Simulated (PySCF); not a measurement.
**Radial density of Ca(2+) (calcium, charge +2)**

M06-2X, [Ar], closed-shell 1S. All numbers are calculated (PySCF 2.14, no relativity, point nucleus, in pcseg-2).

```
r (bohr)  4πr²ρ (e/bohr)
 0.00151          0.1435
 0.00254          0.3899
 0.00427           1.029
 0.00718           2.591
  0.0121           6.026
  0.0203           12.28
  0.0342           20.10
  0.0575           23.34
  0.0967           18.49
   0.163           19.16
   0.274           24.33
   0.460           11.39
   0.774           6.588
    1.30           6.241
    2.19          0.9810
    3.68         0.01522
```
